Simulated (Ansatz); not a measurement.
One change: `[O]=[W](=[O])([OH])[OH]` becomes `[CH3][W](=[O])(=[O])[OH]`.

Ansatz, PBE0-D4/def2-TZVP geometries, multiplicity 1. Each molecule was computed in one conformer, which needn't be the lowest.

Elements past krypton have def2 core potentials.

| property | `[O]=[W](=[O])([OH])[OH]` |
| --- | --- |
| HOMO energy (B3LYP/def2-TZVPP) / eV | -8.68 |
| zero-point energy (PBE0-D4/def2-TZVP) / kJ/mol | 86.3 |
| HOMO energy (ωB97M-V/def2-TZVPP) / eV | -11.31 |
| ideal-gas entropy at 298 K and 1 bar (rigid rotor, harmonic PBE0-D4/def2-TZVP) / J/(mol·K) | 338 |
| size of the dipole moment (ωB97M-V/def2-TZVPP) / D | 3.03 |
| HOMO–LUMO gap (PBE/def2-TZVPP) / eV | 5.01 |

**Question.** What does the change do to each property? (Estimate.)

**Answer.** Ansatz gave: 
```csv
property,`[CH3][W](=[O])(=[O])[OH]`,shift
HOMO energy (B3LYP/def2-TZVPP) / eV,-8.59,0.09
zero-point energy (PBE0-D4/def2-TZVP) / kJ/mol,145.0,58.7
HOMO energy (ωB97M-V/def2-TZVPP) / eV,-11.23,0.08
"ideal-gas entropy at 298 K and 1 bar (rigid rotor, harmonic PBE0-D4/def2-TZVP) / J/(mol·K)",355,17
size of the dipole moment (ωB97M-V/def2-TZVPP) / D,3.70,0.67
HOMO–LUMO gap (PBE/def2-TZVPP) / eV,4.55,-0.46
```

With PBE0 the HOMO rises by 0.10 eV and the LUMO falls by 0.39 eV, so the gap narrows by about 0.49 eV. PBE moves the HOMO by 0.07 eV and ωB97M-V by 0.08 eV. The zero-point energy changes by 58.7 kJ/mol with +6 modes. Dipoles are sizes alone; their direction can turn.

B3LYP here is the variant with VWN-RPA as its local correlation; programs differ in this.
